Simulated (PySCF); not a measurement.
# How methods differ on the ionisation energy of W⁺

W⁺ [Xe] 4f14 5d4 6s1 (6D) → W²⁺ [Xe] 4f14 5d4 (5D), as a difference of total energies. Calculation: PySCF 2.14, in x2c-TZVPPall with one added diffuse shell each of s, p, d, f type (12s8p8d4f1g, 113 functions); the spin-free X2C one-electron Hamiltonian (Gaussian nucleus). The calculations carry no spin-orbit coupling.

```csv
method,ionisation energy (eV)
UHF,15.039
PBEsol,16.460
wB97M-V,15.787
BHandHLYP,15.719
```

The reference lies between the lowest fine-structure levels, while these numbers refer to the centres of the terms.

For comparison: 16.37 ± 0.15 eV (semi-empirical (NIST evaluation); NIST Atomic Spectra Database, ionization energies).
